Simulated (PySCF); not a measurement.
**A small calculation by hand: oscillator strength and radiative lifetime**

Si(F)(H)2(SH) (FH₃SSi), SMILES S[SiH2]F.

Geometry optimised at B3LYP-D3(BJ)/def2-TZVP. One conformer was computed; it need not be the lowest.

TDDFT-LC-ωPBE/def2-SVPD (PySCF) puts the first singlet state with f over 0.02 at 7.36 eV (vertical), with the transition dipole (-0.138, 0.456, -0.055) in atomic units.

Task: Find the oscillator strength, the wavelength and the radiative lifetime that this transition would have in vacuum if emission retraced absorption.

Result: 
|μ|² = 0.2300 au, so |μ| = 1.22 D. ΔE = 7.36/27.211 = 0.2705 hartree. f = (2/3) ΔE |μ|² = 0.041 (the program prints 0.041).
λ = 1239.84/7.36 = 168 nm; ν = 59362 cm⁻¹.
Einstein's coefficient A = 0.6670 ν² f s⁻¹ (ν in cm⁻¹) = 9.7e7 s⁻¹, so τ = 1/A = 10 ns. This state is S2; the lower singlet has f = 0.004. The figure is the radiative limit of this one transition; relaxation, internal conversion, crossing to triplets and a medium change what is measured.
